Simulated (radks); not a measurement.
Task: These are the eigenvalues of the occupied orbitals of an atom or ion with whole-number occupations (eV). Method: scalar-relativistic Kohn-Sham, PBE, spin-polarised, spherical densities, finite nucleus; Fermi nuclear charge, rms radius of each element as measured or else 0.836 A^(1/3) + 0.57 fm; computed with a radial shooting solver on a logarithmic mesh with Libxc functionals.

1s up: -14323.42
1s down: -14322.23
2s up: -2022.233
2s down: -2021.310
2p up: -1807.012
2p down: -1806.062
3s up: -414.8025
3p up: -345.6769
3p down: -343.2774
3d up: -231.1716
3d down: -229.0183
4s up: -141.2817

Which element is it, and in what charge state? The configuration may be excited. Open shells, if any, are filled with parallel spins first.

Result: Z = 36, krypton, charge +8: Kr8+ in [Ne] 3s1 3p6 3d10 4s1. The list shows which subshells hold electrons but not how many an open one holds; the 1s level, -526.38 hartree, gives Z - s = 32.4 by -(Z - s)^2/2, which with screening and relativity narrows Z to a few neighbours, and the depths of the outer levels then fix element, charge and occupations together.
